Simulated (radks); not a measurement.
Values are calculated unless marked as measured or tabulated.
Effect of the nuclear size on the caesium ion Cs+, [Xe]. Level of theory: Dirac Kohn-Sham, BLYP, spin-unpolarised, spherical densities, finite nucleus; Fermi nuclear charge, rms radius 4.8041 fm (a radial shooting solver on a logarithmic mesh with Libxc functionals). The rms radius is varied about that value; shifts are against it.

rms radius (fm),total energy shift (eV),density at nucleus (e/bohr^3),1s1/2 shift (meV),2s1/2 shift (meV),4s1/2 shift (meV),4p1/2 shift (meV),5s1/2 shift (meV),5p1/2 shift (meV),5p3/2 shift (meV)
4.1171,-1.99,3.05e+05,-829,-98.8,-4.24,0.296,-0.630,0.060,0.069
4.3525,-1.33,3.018e+05,-557,-66.4,-2.85,0.198,-0.423,0.040,0.046
4.8041,0,2.963e+05,0.000,0.000,0.000,0.000,0.000,0.000,0.000
5.2701,1.49,2.913e+05,621,74.0,3.18,-0.221,0.472,-0.045,-0.052
5.2893,1.55,2.911e+05,647,77.2,3.31,-0.231,0.492,-0.047,-0.054

Slopes of the eigenvalues against <r^2> in GHz/fm^2, as finite differences over the two radii next to the reference (eigenvalue slopes, not the field-shift constants of lines): 1s1/2 32200, 2s1/2 3840, 4s1/2 165, 4p1/2 -11.5, 5s1/2 24.5, 5p1/2 -2.32, 5p3/2 -2.68.
